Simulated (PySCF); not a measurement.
## Exercise with solution: oscillator strength and radiative lifetime

Al(F)(I)(OH) (AlFHIO), SMILES [F][Al]([OH])[I].

The structure is a stationary point at B3LYP-D3(BJ)/def2-SVP. The def2 effective core potentials stand for the cores of I; spin–orbit coupling is left out. Other conformers were not sampled.

TDDFT-ωB97X/def2-SVPD (PySCF 2.14.0) puts the first singlet state with f over 0.02 at 5.80 eV (vertical), with the transition dipole (0.401, -0.016, 0.000) in atomic units.

Task: Find the oscillator strength, the wavelength and the radiative lifetime that this transition would have in vacuum if emission retraced absorption.

Result: 
|μ|² = 0.1611 au, so |μ| = 1.02 D. ΔE = 5.80/27.211 = 0.2131 hartree. f = (2/3) ΔE |μ|² = 0.023 (the program prints 0.023).
λ = 1239.84/5.80 = 214 nm; ν = 46780 cm⁻¹.
Einstein's coefficient A = 0.6670 ν² f s⁻¹ (ν in cm⁻¹) = 3.3e7 s⁻¹, so τ = 1/A = 30 ns. This state is S1. The figure is the radiative limit of this one transition; relaxation, internal conversion, crossing to triplets and a medium change what is measured.
